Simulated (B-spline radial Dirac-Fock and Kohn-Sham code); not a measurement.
Bi⁷⁴⁺: eigenvalues, ΔSCF and the reference

System: Bi⁷⁴⁺ in the configuration [He] 2s2 2p5.

The density-functional columns are spherical, spin-unpolarised Dirac-Kohn-Sham results without Breit or QED terms: −ε is minus the orbital energy of the initial state and ΔSCF the difference of two total energies. The reference in the last column comes from Dirac-Fock energy differences between relaxed states, corrected for Breit and QED terms. All numbers are from a radial finite-basis atomic code, in eV; a selection of levels is shown. The Kohn-Sham columns are given as differences from the reference. For the 1s level of heavy atoms much of the gap between ΔSCF and the reference is the Breit and QED part, -490.8 eV here; for other levels the error of the functional can be larger.

```
    level  LDA −ε − DF  LDA ΔSCF − DF  Dirac-Fock
   K (1s)       -225.7         +500.5     98260.6
  L1 (2s)       -171.6           +9.3     23435.6
L2,3 (2p)       -148.3          +52.6     21322.7
```

Values without a named source are computed, but for edge energies of neutral atoms, which are taken from tables.
